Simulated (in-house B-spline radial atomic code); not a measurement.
A fraction x of an electron is removed from 3p in Cl⁴⁺, starting from [Ne] 3s2 3p1 and keeping the highest spin. Method: non-relativistic LDA exchange-only, spin-polarised, spherical fractional occupations, point nucleus. Calculated with an all-electron radial atomic-structure program (B-spline basis).

```csv
x,E(x) - E(0) (eV),3p up level (eV)
0,0.0000,-59.087
0.15,9.0237,-61.230
0.32,19.6400,-63.669
0.41,25.4285,-64.964
0.5,31.3336,-66.260
0.53,33.3278,-66.692
0.66,42.1195,-68.565
0.83,53.9835,-71.011
0.9,58.9895,-72.016
1,66.2626,-
```

The exact functional would give a straight line between the two integer points. Deviations E(x) - E(0) - x[E(1) - E(0)], in eV: -0.916 at x = 0.15, -1.564 at x = 0.32, -1.739 at x = 0.41, -1.798 at x = 0.5, -1.791 at x = 0.53, -1.614 at x = 0.66, -1.014 at x = 0.83, -0.647 at x = 0.9.

The curve lies below the straight line by up to 1.798 eV (at x = 0.5): convex, the delocalisation error that favours fractional charges.

Task: How well does Slater's transition state (minus the level at half occupation) give the ionisation energy?

Result: It gives 66.260 eV against 66.263 eV from the two total energies; NIST lists 67.68 eV, ground level to ground level.
